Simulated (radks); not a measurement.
Values are calculated unless marked as measured or tabulated.
Task: The potassium anion K-, [Ar] 4s2, held by a Watson sphere: a shell of charge +1 at radius R that stands for the Madelung well of a crystal (potential energy -1/R inside, -1/r outside, in hartree with lengths in bohr). Level of theory: scalar-relativistic Kohn-Sham, PBE, spin-polarised, spherical densities, point nucleus (a radial shooting solver on a logarithmic mesh with Libxc functionals). Response by self-consistent Sternheimer equations with the Hartree and adiabatic LDA kernel, the relativistic mass of each level held fixed and spin-orbit coupling left out. The sphere does not respond.

R (bohr)  e(3s) (eV)  e(3p) (eV)  e(4s) (eV)  <r> 4s (bohr)  sum of <r^2> (bohr^2)  X-ray form factor at sin(theta)/lambda = 0.1 1/angstrom  alpha (bohr^3)
2.74         -37.255     -20.781      -3.559          4.282                  61.79                                                   17.024           183.7
3.55         -35.831     -19.351      -3.394          4.505                  66.14                                                   16.940           217.1
3.63         -35.738     -19.256      -3.373          4.531                  66.65                                                   16.932           221.5
3.92         -35.446     -18.959      -3.294          4.628                  68.60                                                   16.902           238.7
4.7          -34.930     -18.430      -3.063          4.898                  74.32                                                   16.831           294.3

Estimate the row for R = 3.11 bohr.

Result: e(3s) (eV) -36.481; e(3p) (eV) -20.008; e(4s) (eV) -3.495; <r> 4s (bohr) 4.373; sum of <r^2> (bohr^2) 63.56; X-ray form factor at sin(theta)/lambda = 0.1 1/angstrom 16.986; alpha (bohr^3) 196.4.
